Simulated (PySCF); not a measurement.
Predicted microwave data (B3LYP/def2-SVPD in PySCF (dipole) on a GFN2-xTB geometry, gas phase) for one isomer of C4H9ClO2Si:

| Item | Value |
| --- | --- |
| Rotational constants | A = 3550, B = 780.7, C = 687.1 MHz |
| Dipole components | \|μa\| = 3.45 D, \|μb\| = 0.38 D, \|μc\| = 0.65 D |
| Inertial defect | -54.15 u·Å² |
| κ | -0.93 |

Question: Which structure is it? (One computed conformer of each.)
A. `[CH3:1][O:2][CH2:3][C:4](=[O:5])[SiH2:6][CH2:7][Cl:8]` with C1–O2–C3–C4 166°, O2–C3–C4–O5 170°, C3–C4–Si6–C7 71°, C4–Si6–C7–Cl8 174°
B. `[Cl:1][CH2:2][SiH:3]1[O:4][CH2:5][CH2:6][CH2:7][O:8]1` with Cl1–C2–Si3–O4 -82°, C2–Si3–O4–C5 -145°, Si3–O4–C5–C6 46°, O4–C5–C6–C7 -60°, C5–C6–C7–O8 60°

Answer: B. It is ClC[SiH]1OCCCO1, a near-prolate asymmetric top, point group C1. The candidates at the same level (rigid rotor, commonest isotopes):

```tsv
SMILES	A (MHz)	B (MHz)	C (MHz)	μa (D)	μb (D)	μc (D)	Δ (u·Å²)	point group	rotor
ClC[SiH]1OCCCO1	3550	780.7	687.1	3.45	0.38	0.65	-54.15	C1	near-prolate asymmetric top
COCC(=O)[SiH2]CCl	1879	793.3	598.7	2.64	3.40	0.23	-61.93	C1	asymmetric top
```

`COCC(=O)[SiH2]CCl` has A 47 % too low. No structure here is proved a minimum.
